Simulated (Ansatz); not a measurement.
C$_{2}$H$_{15}$GeNSi$_{3}$ (`C[SiH](C)[N]([GeH3])[SiH2][SiH3]`), relaxed with RKS PBE0-D4/def2-TZVP in Ansatz 0.2.0 from a PBE-D4/def2-SVP geometry. The force threshold is 0.005 eV/Å; the program also tests the step.

The species carries charge 0 and has multiplicity 1.

Start:

```xyz
22

C     0.698    2.053   -1.936
Si   -0.243    1.217   -0.529
C    -1.932    0.621   -1.124
N     0.691   -0.155    0.099
Ge    2.354    0.190    0.893
Si    0.099   -1.812    0.200
Si   -1.285   -2.093    2.091
H     0.136    2.930   -2.319
H     1.692    2.414   -1.600
H     0.857    1.347   -2.777
H    -0.439    2.231    0.576
H    -2.505    0.116   -0.320
H    -2.528    1.494   -1.462
H    -1.840   -0.079   -1.979
H     2.424   -0.542    2.263
H     3.503   -0.312   -0.027
H     2.454    1.726    1.090
H    -0.644   -2.213   -1.049
H     1.293   -2.728    0.334
H    -0.518   -1.724    3.335
H    -1.789   -3.506    2.243
H    -2.478   -1.174    1.999
```

Q: By how much does the energy fall, and how many steps does the optimiser take? (Best estimate.)

A: Ansatz gave: 9.39 kJ/mol, in 19 steps, 1 of them rejected.

Q: Which bonds change most? (Estimate.)

A: Computed: Si2–N4 from 1.774 to 1.740 Å; N4–Si6 from 1.763 to 1.729 Å; N4–Ge5 from 1.875 to 1.854 Å; C1–Si2 from 1.888 to 1.868 Å.

Q: Give the relaxed structure. (Estimate.)

A: Computed: 
```xyz
22

C     0.686    1.951   -1.990
Si   -0.208    1.231   -0.516
C    -1.925    0.682   -0.999
N     0.685   -0.105    0.151
Ge    2.337    0.242    0.918
Si    0.133   -1.742    0.208
Si   -1.323   -2.152    2.003
H     0.144    2.813   -2.388
H     1.691    2.287   -1.723
H     0.779    1.208   -2.787
H    -0.314    2.298    0.524
H    -2.474    0.260   -0.154
H    -2.490    1.546   -1.361
H    -1.905   -0.062   -1.800
H     2.390   -0.407    2.312
H     3.456   -0.338    0.034
H     2.475    1.769    1.023
H    -0.528   -2.139   -1.067
H     1.328   -2.621    0.384
H    -0.653   -1.815    3.290
H    -1.732   -3.584    2.045
H    -2.554   -1.320    1.896
```
